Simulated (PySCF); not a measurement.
CH6GeO.
Atom-mapped SMILES: `[CH3:1][O:2][GeH3:3]` (hydrogens: H4, H5, H6 on C1; H7, H8, H9 on Ge3)

Method: MP2 and CCSD/aug-cc-pVDZ in PySCF, restricted Hartree–Fock reference, frozen core, non-relativistic, gas phase, PBE0-D3(BJ)/def2-SVP geometry.

E(HF) = -2191.56695 Eh.

Problem. How large is the problem?

Solution. 136 basis functions and 52 electrons; 11 orbitals frozen, which leaves o = 15 correlated occupied and v = 110 virtual orbitals. That is o·v = 1650 singles and o·v(o·v + 1)/2 = 1362075 distinct closed-shell doubles amplitudes before symmetry; the costliest CCSD step grows as o²v⁴ = 3.3 × 10^10.

Problem. What are the MP2 and CCSD correlation energies?

Solution. MP2 -0.4856 Eh and CCSD -0.5264 Eh, which gives totals of -2192.05253 and -2192.09335 Eh. That is 0.477 eV for each correlated electron at CCSD (1382 kJ/mol in all, 0.024 % of the total energy); MP2 gives 92.2 % of the CCSD value.

Problem. What is the T1 diagnostic?

Solution. 0.0106, below the customary warning level of 0.02. It is the norm of the spatial-orbital singles amplitudes over the root of the number of correlated electrons, so the norm is 0.058.

Problem. How does correlation change the dipole moment?

Solution. HF gives 1.29 D and CCSD (unrelaxed density) 1.12 D, a change of -0.17 D.

No triples correction and no basis-set extrapolation were made.

The job also held the EOM ionisation roots. Time: 2.7 min of wall time. Hardware: an Arm Neoverse V1 with one thread, shared host.
